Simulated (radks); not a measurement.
Values are calculated unless marked as measured or tabulated.
Ionisation of the magnesium ion Mg2+, [Ne], to [He] 2s2 2p5 as the strength of local exchange is varied. Code: a radial shooting solver on a logarithmic mesh with Libxc functionals. Model: scalar-relativistic Kohn-Sham, Slater X-alpha exchange (alpha = 2/3 is LDA exchange), no correlation, spin-polarised, spherical densities, finite nucleus; Fermi nuclear charge, rms radius 3.057 fm.

alpha	E(Mg2+) (hartree)	exchange (hartree)	IE (eV)	-e of the level emptied (eV)	<r> of it (bohr)
0.665	-197.75404	-14.21525	78.498	64.861 (2p)	0.6864
0.667	-197.79680	-14.26050	78.567	64.929 (2p)	0.6861
0.79	-200.44104	-17.07259	82.897	69.165 (2p)	0.6735
0.836	-201.43723	-18.13881	84.548	70.783 (2p)	0.6689
0.899	-202.80803	-19.61190	86.834	73.029 (2p)	0.6627
0.934	-203.57279	-20.43669	88.118	74.292 (2p)	0.6593

NIST Atomic Spectra Database: 80.144 eV (measured). The Delta-SCF value meets it near alpha = 0.71. Open shells are spherical and high-spin; term and fine-structure splittings are not resolved.
